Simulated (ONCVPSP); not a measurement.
## Ga (Z = 31): excitation energies, all-electron against ONCV

```json
{
  "Element": "Ga",
  "Generator": "ONCVPSP 4.0.1",
  "Type": "optimised norm-conserving Vanderbilt (ONCV)",
  "Functional": "PBEsol",
  "Relativity": "scalar-relativistic",
  "Frozen core": "[Ar]",
  "Valence charge": "13",
  "Reference configuration": "3d10 4s1 (charge +2)",
  "Partial waves": "4s: rc 1.75 bohr, ncon 3, nbas 7, qcut 3 1/bohr, 2 projectors, debl 3.1 Ha; p scattering state at 0.43 Ha: rc 1.55 bohr, ncon 3, nbas 8, qcut 6.3 1/bohr, 2 projectors, debl 2.6 Ha; 3d: rc 0.65 bohr, ncon 4, nbas 7, qcut 13 1/bohr, 1 projector",
  "Local potential": "polynomial inside 0.60 bohr (lpopt 5, dvloc0 4 Ha)",
  "Core correction": "none"
}
```

In the p channel the program set the typed energies aside and used 0.050, 2.650 Ha.

Energies are relative to the spin-unpolarised reference configuration 3d10 4s1; without spin polarisation the order of configurations can differ from experiment.

| valence configuration | charge | ΔE all-electron (eV) | error AE − PS (meV) |
| --- | --- | --- | --- |
| 3d10 4s2 4p1 | 0 | -26.816 | +37 |
| 3d10 4s0 | +3 | 31.122 | +24 |
| 3d10 4s0 4p3 | 0 | -13.426 | +106 |

Q: What are ΔE and the potential's error for 3d10 4s2?

A: ΔE = -21.137 eV all-electron; the error (AE − PS) is +1.8 meV.

Levels in the configuration 3d10 4s0:

| level | all-electron (eV) | pseudo (eV) |
| --- | --- | --- |
| 3d | -52.458 | -52.360 |

Note: ghosts flagged at negative energy: s at -229.5 eV; GHOST(+) flagged for p at 21.4 eV. A true bound ghost makes a file unfit for plane-wave use.
